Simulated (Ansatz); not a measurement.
`FC[CH2][GeH3]` → `F[CH2][GeH3]` + `[CH2]` (triplet) at 400 K and 1 bar (formal loss of a carbene).

Calculated with Ansatz (gas phase, PBE0-D4/def2-TZVP geometries, no zero-point term in ΔE). CCSD(T)/CBS is the MP2 limit (def2-TZVPP, def2-QZVPP) plus CCSD(T) − MP2 in def2-TZVPP, frozen cores. This one scheme is used for every species. Triplets are unrestricted, without spin–orbit coupling. For Ge outer-core shells are correlated without core-valence functions, which leaves a few kJ/mol of doubt a bond. Scalar relativity is left out up to krypton. One conformer a species, not always the lowest.

| species | CCSD(T)/CBS energy (Eh) | H − E (kJ/mol) | S (J/(mol·K)) |
| --- | --- | --- | --- |
| `FC[CH2][GeH3]` | -2256.20663 | 243.8 | 363.5 |
| `F[CH2][GeH3]` | -2216.93494 | 162.6 | 326.2 |
| `[CH2]` (triplet) | -39.09499 | 59.0 | 205.7 |

H − E and S are ideal-gas, rigid-rotor, harmonic terms from PBE0-D4/def2-TZVP, for one conformer and one mirror image of each species, with the whole ground term of open shells counted as degenerate. 1 Eh = 2625.50 kJ/mol, R = 8.31446 J/(mol·K).

**Question.** By hand: ΔE, ΔH, ΔS and ΔG.

**Answer.** ΔE = (-2216.93494) + (-39.09499) − (-2256.20663) = 0.17670 Eh = 463.9 kJ/mol. Δ(H − E) = 162.6 + 59.0 − 243.8 = -22.2, so ΔH = 441.7 kJ/mol. ΔS = 326.2 + 205.7 − 363.5 = 168.4 J/(mol·K). ΔG = 441.7 − 400 × (168.4)/1000 = 374.3 kJ/mol.

**Question.** By hand: the equilibrium constant, and the temperature at which ΔG would vanish if ΔH and ΔS stayed fixed.

**Answer.** log₁₀ K = −ΔG/(RT ln 10) = -48.9. ΔG = 0 at ΔH/ΔS = 2623 K, far beyond where these terms or the molecules hold.

The number of gas molecules changes by +1, which sets the sign of ΔS. A doubt of 5 kJ/mol in ΔE shifts log₁₀ K by 0.7 here. Other conformers and mirror images would add mixing entropy, several J/(mol·K) or more a flexible species. A triplet takes part, so the spin changes. These are equilibria of isolated gas molecules and say nothing of rates. Largest T1 diagnostic: 0.011 (customary marks: 0.02 for closed shells, 0.045 for open ones).
